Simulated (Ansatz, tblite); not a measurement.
Forces on Ge₂₂H₂₈, a nanocrystal cut from cubic germanium at its r2SCAN-D4/def2-SVP geometry. Charge 0, multiplicity 1.

The xTB rows come from tblite. Single mean-field runs in def2-TZVP are fitted with def2-universal-jkfit.

GFN2-xTB (tblite), largest force 0.57 eV/Å:

```xyz
50
positions Å, forces eV/Å
Ge    2.776    3.238    0.436    0.145   -0.086   -0.097
Ge   -0.705    3.494    2.384   -0.167   -0.063    0.077
Ge    4.854   -0.142    0.518   -0.031    0.035   -0.026
Ge    3.058    1.019   -2.826    0.124    0.069    0.131
Ge   -0.405    1.248   -0.885   -0.021    0.058   -0.042
Ge   -0.135   -0.970   -4.174   -0.160   -0.107    0.011
Ge    1.662   -2.120   -0.813    0.067   -0.228    0.178
Ge   -3.581   -0.719   -2.246    0.081   -0.125   -0.124
Ge    1.379    0.102    2.450    0.069   -0.242    0.155
Ge   -2.084    0.366    4.401   -0.003    0.034   -0.042
Ge   -1.784   -1.868    1.117    0.092   -0.230    0.165
Ge   -3.867    1.525    1.050    0.055    0.075    0.171
Ge   -1.514   -4.105   -2.169   -0.005    0.051   -0.016
Ge    4.237    1.775   -0.841    0.112    0.052   -0.024
Ge    0.767    2.040    1.103    0.118    0.542    0.138
Ge   -2.706    2.284    3.044   -0.074    0.065    0.079
Ge    2.850   -1.353    1.169    0.361   -0.008    0.037
Ge    1.053   -0.206   -2.194    0.176    0.083   -0.538
Ge   -2.430    0.048   -0.244   -0.538    0.134   -0.139
Ge   -2.135   -2.190   -3.530   -0.059   -0.055   -0.097
Ge   -0.345   -3.343   -0.180   -0.114   -0.304   -0.164
Ge   -0.631   -1.098    3.118   -0.156    0.030    0.327
H     3.507    3.750    1.695   -0.166    0.090   -0.277
H     2.379    4.461   -0.417    0.135   -0.100    0.286
H    -1.087    4.715    1.522    0.162   -0.102    0.271
H     0.044    4.006    3.633   -0.139    0.088   -0.292
H     5.607    0.329    1.780    0.028   -0.183   -0.274
H     5.788   -1.075   -0.281   -0.019    0.188    0.270
H     2.658    2.231   -3.694    0.161   -0.291    0.004
H     3.970    0.106   -3.672   -0.190    0.276   -0.002
H    -0.801    2.469   -1.751    0.043   -0.131    0.093
H    -0.517    0.249   -5.039    0.184   -0.276    0.015
H     0.794   -1.876   -5.010   -0.165    0.291    0.008
H     2.587   -3.045   -1.640   -0.092    0.107    0.061
H    -3.982    0.503   -3.099   -0.113   -0.255    0.181
H    -4.871   -1.463   -1.841    0.124    0.271   -0.154
H     2.122    0.600    3.713   -0.076   -0.025   -0.132
H    -1.351    0.838    5.674   -0.267   -0.161   -0.108
H    -3.349   -0.405    4.831    0.260    0.167    0.114
H    -3.066   -2.633    1.526    0.111    0.092   -0.053
H    -4.264    2.735    0.179   -0.111   -0.271    0.157
H    -5.157    0.773    1.440    0.127    0.252   -0.181
H    -0.601   -5.050   -2.977   -0.290    0.019    0.156
H    -2.778   -4.889   -1.759    0.285   -0.023   -0.165
H     5.507    2.552   -1.260   -0.079   -0.063    0.036
H    -3.631    3.221    3.854    0.065   -0.074   -0.044
H     3.227   -2.578    2.036   -0.052    0.099   -0.072
H    -2.880   -2.667   -4.798    0.053    0.019    0.092
H     0.058   -4.553    0.697   -0.026    0.116   -0.061
H    -0.225   -2.325    3.969   -0.024    0.097   -0.088
```

r2SCAN-D4/def2-TZVP (Ansatz), largest force 0.05 eV/Å:

```
Ge 0.010 0.010 0.006
Ge 0.001 0.011 0.011
Ge 0.019 -0.002 0.003
Ge 0.011 -0.001 -0.010
Ge 0.004 -0.015 0.011
Ge 0.003 -0.006 -0.014
Ge -0.002 0.001 0.004
Ge -0.014 -0.004 -0.004
Ge -0.002 -0.003 -0.002
Ge -0.008 0.000 0.018
Ge 0.004 0.000 0.000
Ge -0.015 0.002 0.005
Ge -0.006 -0.017 -0.007
Ge 0.029 0.014 -0.007
Ge -0.003 0.008 -0.009
Ge -0.019 0.018 0.020
Ge 0.024 -0.010 0.008
Ge -0.004 0.012 -0.006
Ge 0.000 0.012 -0.009
Ge -0.015 -0.013 -0.025
Ge -0.003 -0.026 -0.003
Ge -0.006 -0.008 0.025
H -0.020 -0.003 -0.040
H 0.016 -0.023 0.029
H 0.013 -0.023 0.031
H -0.024 -0.003 -0.038
H -0.002 -0.016 -0.044
H -0.009 0.035 0.030
H 0.019 -0.034 0.013
H -0.024 0.034 0.015
H 0.009 -0.026 0.019
H 0.015 -0.036 0.011
H -0.029 0.031 0.013
H -0.025 0.025 0.023
H -0.002 -0.035 0.020
H 0.030 0.027 -0.019
H -0.020 -0.014 -0.035
H -0.037 -0.013 -0.025
H 0.034 0.031 0.006
H 0.035 0.021 -0.011
H -0.003 -0.032 0.024
H 0.029 0.030 -0.015
H -0.041 0.015 0.016
H 0.037 0.009 -0.027
H -0.013 -0.022 0.014
H 0.016 -0.024 -0.002
H -0.005 0.023 -0.017
H 0.014 -0.005 0.025
H -0.008 0.022 -0.018
H -0.009 0.024 -0.014
```

PBE0-D4/def2-TZVP (Ansatz), largest force 0.05 eV/Å:

```
Ge -0.007 -0.004 0.010
Ge 0.012 -0.006 -0.001
Ge 0.004 -0.003 0.003
Ge -0.006 -0.011 -0.001
Ge 0.012 -0.039 0.027
Ge 0.011 0.000 0.007
Ge -0.018 0.029 0.000
Ge 0.000 0.000 0.013
Ge -0.015 0.010 -0.028
Ge -0.001 -0.002 0.005
Ge 0.012 0.027 -0.017
Ge 0.002 -0.012 -0.005
Ge 0.000 -0.006 0.001
Ge 0.012 0.008 -0.004
Ge -0.017 -0.042 -0.026
Ge -0.010 0.009 0.008
Ge -0.015 0.001 -0.003
Ge -0.023 0.008 0.046
Ge 0.053 0.003 0.002
Ge -0.008 -0.005 -0.012
Ge 0.004 0.014 0.006
Ge 0.006 0.000 -0.014
H -0.004 -0.003 -0.010
H 0.002 -0.004 0.004
H 0.001 -0.004 0.004
H -0.006 -0.003 -0.009
H 0.004 0.000 -0.014
H 0.002 0.013 0.005
H 0.003 -0.005 0.003
H -0.005 0.007 0.006
H 0.005 -0.015 0.010
H 0.001 -0.006 0.002
H -0.008 0.006 0.005
H -0.015 0.016 0.012
H 0.000 -0.006 0.002
H 0.009 0.005 -0.004
H -0.012 -0.007 -0.022
H -0.013 0.001 -0.004
H 0.005 0.013 0.004
H 0.020 0.014 -0.008
H 0.000 -0.004 0.004
H 0.009 0.006 -0.003
H -0.014 0.003 -0.002
H 0.006 0.001 -0.013
H 0.001 -0.012 0.009
H 0.005 -0.013 0.007
H -0.002 0.009 -0.007
H 0.005 -0.010 0.010
H -0.003 0.009 -0.007
H -0.004 0.009 -0.006
```
